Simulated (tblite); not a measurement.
Species: C8H9NSi.
Numbering: `[N:1]#[C:2][C:3]1(/[CH:4]=[CH:5]\[SiH3:6])[CH:7]=[CH:8][CH:9]=[CH:10]1` (hydrogens: H11 on C4; H12 on C5; H13, H14, H15 on Si6; H16 on C7; H17 on C8; H18 on C9; H19 on C10)

Geometry (GFN2-xTB, Å), atoms numbered from 1 in this order:
```xyz
19
C8H9NSi angstrom
N     -2.8224   -0.3608   -2.2481
C     -1.9453   -0.1805   -1.5381
C     -0.8248    0.0595   -0.6496
C      0.2998    0.6838   -1.4381
C      1.5753    0.7014   -1.0781
Si     2.3680    0.0084    0.4857
C     -1.3439    0.9245    0.4771
C     -1.4080    0.1953    1.5969
C     -0.9295   -1.1462    1.3333
C     -0.5521   -1.2449    0.0523
H     -0.0234    1.1632   -2.3568
H      2.2491    1.2068   -1.7603
H      1.6438    0.4593    1.6742
H      2.4212   -1.4534    0.4324
H      3.7323    0.5433    0.5203
H     -1.6275    1.9490    0.3267
H     -1.7539    0.5303    2.5584
H     -0.8894   -1.9241    2.0742
H     -0.1791   -2.1054   -0.4698
```

All values are computed: GFN2-xTB (tblite) harmonic vibrations without scaling, gas phase. Errors from tens to a few hundred cm⁻¹ against measured bands are possible. Modes of hydrogen on silicon can be 10 to 20 % off. One conformer, not necessarily the lowest.

Harmonic wavenumbers (cm⁻¹): 35.7, 90.2, 114.1, 148.2, 160.2, 164.8, 193.4, 338.9, 398.5, 476.1, 500.7, 504.0, 558.7, 566.2, 590.4, 623.1, 730.1, 738.9, 777.3, 780.2, 783.2, 788.7, 805.5, 810.8, 853.0, 870.8, 878.9, 937.7, 1032.4, 1068.3, 1074.4, 1101.1, 1130.0, 1152.2, 1225.5, 1253.9, 1327.4, 1344.8, 1540.6, 1627.9, 1673.0, 2245.0, 2258.8, 2267.6, 2398.8, 3009.4, 3032.9, 3128.2, 3135.6, 3154.3, 3156.3.

A = 1860, B = 947.2, C = 751.5 MHz; mass 147.050 u (most abundant isotopes); point group C1, symmetry number 1.

Zero-point energy?

½Σν̃ = 29778 cm⁻¹ = 85.14 kcal/mol.

Entropy at 298.15 K, 1 bar (ideal gas, RRHO, classical rotation)?

Translation 40.89, rotation 29.87, vibration 31.35: S = 102.1 cal/(mol K).

And Cp and H(298.15 K) − H(0)?

Cp = 42.61 cal/(mol K), of which vibrations give 34.66 (their classical limit is 51 R = 101.3); H(298.15 K) − H(0) = 7.37 kcal/mol without the zero-point energy, 5.00 from vibrations.

How do the functions run with temperature in this model?

```tsv
T (K)	S (cal/(mol K))	Cp (cal/(mol K))	H − H(0) (kcal/mol)	G − H(0) (kcal/mol)	ln q(vib)
50	59.9	13.4	0.50	-2.49	0.60
100	71.1	19.2	1.33	-5.78	1.85
373.15	112.6	51.0	10.89	-31.13	9.48
500	129.2	62.3	18.11	-46.49	13.11
750	157.5	77.0	35.68	-82.44	20.01
1000	181.0	86.1	56.15	-124.83	26.36
```

q(vib) and H(0) count from the zero-point level.

Blend soft modes into free rotors: weight 1/[1 + (100 cm⁻¹/ν̃)⁴] for the oscillator and the rest for a rotor with moment μB/(μ + B), μ = h/(8π²ν), B = 10⁻⁴⁴ kg m². What vibrational entropy results?

29.11 cal/(mol K) in place of 31.35, which changes −T·S at 298.15 K by +0.67 kcal/mol.

What must be added to the electronic energy to get the Gibbs energy at 298.15 K and 1 bar?

ZPE + [H(298.15 K) − H(0)] − T·S = 85.14 + 7.37 − 30.45 = 62.06 kcal/mol.

Hindered rotation and anharmonicity are outside this model. Other conformers, if any are populated, would add a mixing term that is left out. The structure is chiral; the term R ln 2 for an equal mix with its mirror image is left out.
